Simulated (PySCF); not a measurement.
selenium dioxide cation (O₂Se), SMILES O=[Se]=O (connectivity only; charge and spin as stated), charge +1, multiplicity 2.

Geometry optimised at PBE-D3(BJ)/def2-TZVP. The spin state was assumed, not searched.

Computed with PBE-D3(BJ)/def2-TZVP run with PySCF.

Frequencies are harmonic and unscaled.

Computed normal modes with their intensities:
```
mode  ν (cm⁻¹)  IR (km/mol)  moving atoms (share of kinetic energy)
----  --------  -----------  --------------------------------------
1          280          8.1                         O 79 %, Se 21 %
2          777          9.4                         O 76 %, Se 24 %
3          875          0.0                                  O 93 %
```
